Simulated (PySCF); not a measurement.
Sn(Br)(NH2) (BrH2NSn), SMILES [Br][Sn][NH2] (connectivity only; charge and spin as stated), neutral, multiplicity 1.

Geometry optimised at B3LYP-D3(BJ)/def2-SVP. The def2 effective core potentials stand for the cores of Sn; spin–orbit coupling is left out. One conformer was computed; it need not be the lowest.

Calculation: PySCF with TDDFT-CAM-B3LYP/def2-SVPD.

Vertical excitations.  State labels are in the subgroup Cs.

Q: Give excitation energies, oscillator strengths and character. (Estimate from the structure and the level; the computed values follow.)

A: 
```json
[
 {"state": "S1", "symmetry": "A\"", "energy (eV)": "4.15", "λ (nm)": "299", "f": "0.032", "main pairs": "HOMO→LUMO 99 %"},
 {"state": "S2", "symmetry": "A'", "energy (eV)": "4.64", "λ (nm)": "267", "f": "0.035", "main pairs": "HOMO−1→LUMO 94 %"},
 {"state": "S3", "symmetry": "A\"", "energy (eV)": "4.78", "λ (nm)": "260", "f": "0.009", "main pairs": "HOMO−2→LUMO 99 %"},
 {"state": "S4", "symmetry": "A'", "energy (eV)": "5.32", "λ (nm)": "233", "f": "0.028", "main pairs": "HOMO−3→LUMO 87 %"},
 {"state": "S5", "symmetry": "A\"", "energy (eV)": "5.54", "λ (nm)": "224", "f": "0.014", "main pairs": "HOMO−1→LUMO+1 95 %"},
 {"state": "S6", "symmetry": "A'", "energy (eV)": "5.71", "λ (nm)": "217", "f": "0.126", "main pairs": "HOMO→LUMO+1 62 %, HOMO−2→LUMO+1 23 %"},
 {"state": "S7", "symmetry": "A\"", "energy (eV)": "6.15", "λ (nm)": "202", "f": "0.005", "main pairs": "HOMO−3→LUMO+1 59 %, HOMO−4→LUMO 26 %, HOMO−1→LUMO+2 11 %"},
 {"state": "S8", "symmetry": "A\"", "energy (eV)": "6.28", "λ (nm)": "197", "f": "0.008", "main pairs": "HOMO−4→LUMO 70 %, HOMO−3→LUMO+1 17 %"},
 {"state": "S9", "symmetry": "A'", "energy (eV)": "6.32", "λ (nm)": "196", "f": "0.445", "main pairs": "HOMO−2→LUMO+1 70 %, HOMO→LUMO+1 20 %"},
 {"state": "S10", "symmetry": "A\"", "energy (eV)": "6.57", "λ (nm)": "189", "f": "0.025", "main pairs": "HOMO−1→LUMO+2 64 %, HOMO−3→LUMO+1 17 %, HOMO−3→LUMO+2 11 %"},
 {"state": "T1", "symmetry": "A\"", "energy (eV)": "3.16", "λ (nm)": "393", "f": "0", "main pairs": "HOMO→LUMO 86 %"},
 {"state": "T2", "symmetry": "A'", "energy (eV)": "3.56", "λ (nm)": "348", "f": "0", "main pairs": "HOMO−1→LUMO 78 %, HOMO−3→LUMO 19 %"},
 {"state": "T3", "symmetry": "A'", "energy (eV)": "4.58", "λ (nm)": "271", "f": "0", "main pairs": "HOMO→LUMO+1 80 %"},
 {"state": "T4", "symmetry": "A\"", "energy (eV)": "4.61", "λ (nm)": "269", "f": "0", "main pairs": "HOMO−2→LUMO 89 %"}
]
```
Triplets are in the Tamm–Dancoff approximation, which puts them higher than full response would, so one can lie above its singlet here.
